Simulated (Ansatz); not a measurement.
Reaction (ligand exchange at a Te–C bond): `C=C([SiH3])[TeH]` + PH₃ → `P[TeH]` + `C=C[SiH3]`

Isolated molecules relaxed with PBE0-D4/def2-TZVP in Ansatz; ΔE leaves out vibrations. CBS: MP2 limit from def2 TZ/QZ plus the TZ coupled-cluster correction, frozen cores. This one scheme is used for every species. DFT in def2-TZVPP. B3LYP here is the variant with VWN-RPA as its local correlation; programs differ in this. HSE06 is defined as in plane-wave codes. def2 core potentials past Kr. For Te outer-core shells are correlated without core-valence functions, which leaves a few kJ/mol of doubt a bond.

`C=C([SiH3])[TeH]`:

Cartesian coordinates in Å:
```
C -0.492 0.811 1.420
C -0.388 0.355 0.173
Si 1.032 -0.710 -0.390
Te -1.794 0.942 -1.284
H -1.311 1.438 1.764
H 0.263 0.566 2.163
H 1.842 0.008 -1.407
H 0.507 -1.956 -1.008
H 1.877 -1.050 0.786
H -1.535 -0.404 -2.217
```

PH₃:

```xyz
4

P     0.232   -0.503    0.173
H    -0.395   -0.333   -1.089
H     0.986    0.693    0.046
H    -0.822    0.144    0.870
```

`P[TeH]`:

```xyz
5

P    -0.190    0.899    0.183
Te    0.309   -1.494   -0.158
H    -1.238    0.971   -0.771
H     0.779    1.388   -0.731
H     0.340   -1.765    1.477
```

`C=C[SiH3]`:

Cartesian coordinates in Å:
```
C -0.362 -1.483 -0.233
C 0.183 -0.334 -0.623
Si 0.182 1.199 0.429
H -0.843 -1.587 0.735
H -0.353 -2.370 -0.860
H 0.650 -0.295 -1.606
H 1.572 1.650 0.710
H -0.509 0.905 1.712
H -0.519 2.316 -0.263
```

```csv
level,ΔE (kJ/mol),difference from CCSD(T)/CBS
LDA (SPW92),-52.7,-0.1
B97M-V,-55.9,-3.3
r2SCANh-D4,-58.5,-5.9
HSE06-D4,-59.6,-7.0
B2PLYP,-57.1,-4.5
revPBE,-63.8,-11.2
r2SCAN,-58.3,-5.7
PBE0,-63.9,-11.3
B3LYP,-64.3,-11.7
CAM-B3LYP,-61.1,-8.5
RPA@PBE/def2-TZVPP,-44.1,8.5
MP2/def2-TZVPP,-45.0,7.6
CCSD/def2-TZVPP,-51.3,1.3
HF/def2-QZVPP,-70.5,-17.9
HF/CBS(def2),-70.4,-17.8
MP2/CBS(def2),-49.9,2.7
CCSD(T)/CBS,-52.6,0
```

Largest T1 diagnostic among the species: 0.013.

Leaving LDA and LC-ωPBE aside and taking each functional with its dispersion term where it has one, the values, not all of them listed here, spread over 7.9 kJ/mol, from r2SCAN0-D4 to BLYP-D4. LDA lies +8.2 kJ/mol from PBE without D4. The D4 term adds +8.0 kJ/mol with B3LYP and +4.4 kJ/mol with PBE0; it sums over pairs of atoms, weighted by their polarisabilities, and B3LYP, whose exchange is more repulsive, gets the larger term.

CCSD(T)/CBS has its own doubt, a few kJ/mol and more with outer-core shells, so smaller differences from it don't rank the levels.
